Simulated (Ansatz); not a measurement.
```yaml
crystal:
  periodic: [false, false, false]
  atoms:
    - {symbol: F, position_ang: [0.206207, 1.506491, 0.345858]}
    - {symbol: B, position_ang: [0.033149, 0.668991, 0.182260]}
    - {symbol: O, position_ang: [-0.318701, 0.346806, 0.803227]}
    - {symbol: P, position_ang: [-0.609187, -0.798959, 0.573308]}
    - {symbol: Si, position_ang: [0.093165, -0.217430, -0.688903]}
    - {symbol: H, position_ang: [0.235978, -1.262142, 0.908258]}
    - {symbol: H, position_ang: [1.087561, -0.582953, -0.919184]}
    - {symbol: H, position_ang: [-0.426220, -0.154689, -1.373232]}
basis:
  gaussian: {orbitals: def2-mTZVPP}
hamiltonian: {xc: {name: PBE-QIDH}}
scf: {lower_state_search: off}
output: {forces: true}
```

```sh
$ ansatz run in.yaml --threads 2 --pin off --events-out ev --progress --plain --max-ram 4352MiB
```

Output, abridged:

```
Functional definition: PBE-QIDH
1239 factors; integrals over basis functions are off by at most 5.7e-4 eV
mean field evaluation 1: about -22520.3298 eV, gradient 1.0e2 eV
mean field evaluation 2: about -22520.3325 eV, gradient 1.0e2 eV
mean field evaluation 4: about -22534.8968 eV, gradient 6.6e0 eV
mean field evaluation 8: about -22535.0032 eV, gradient 5.0e-1 eV
mean field evaluation 16: about -22535.0046 eV, gradient 3.4e-4 eV
mean field -22535.00462650 eV, -828.1461452491 hartree, gradient 4.5e-6 eV, S^2 0.000000; 0 other end points of the search recorded, 0 dependent functions left out
13 core orbitals not correlated: weight in the atoms' cores, before any rotation towards them, 0.998 or more for the frozen orbitals, at most 0.001 for the correlated occupied ones
reference -22535.00463894 eV, -828.1461457062 hartree; 14, 14 occupied and 109, 109 virtual orbitals, 1239 factors
second order -21.90257790 eV of doubles, -0.00000000 eV of singles
Total energy: -22542.30549824 eV, -828.4144473368 hartree
Atom 0 at     0.206207     1.506491     0.345858 Å, force    32.018412   121.053629     7.334781 eV/Å
Atom 1 at     0.033149     0.668991     0.182260 Å, force    56.106790    23.895101  -114.088327 eV/Å
Atom 2 at    -0.318701     0.346806     0.803227 Å, force   -77.659981   -45.397976   159.324583 eV/Å
Atom 3 at    -0.609187    -0.798959     0.573308 Å, force   -50.221769   -58.443105    13.911753 eV/Å
Atom 4 at     0.093165    -0.217430    -0.688903 Å, force    35.103306   -26.534173   -25.112922 eV/Å
Atom 5 at     0.235978    -1.262142     0.908258 Å, force    19.488936   -12.465065     8.764247 eV/Å
Atom 6 at     1.087561    -0.582953    -0.919184 Å, force    17.755616    -6.531584    -4.950400 eV/Å
Atom 7 at    -0.426220    -0.154689    -1.373232 Å, force   -32.591308     4.423174   -45.183714 eV/Å
Dipole moment:     0.228578     0.184452     0.059947 e Å
Checks for a lower state left out: starts, cluster_reference, orbital_swaps, neighbouring_geometries, increment
```

**Question.** What is wrong with this run?

**Answer.** The geometry is squeezed to about two thirds of its size. The run converged. The result belongs to that input, not to the molecule as meant.
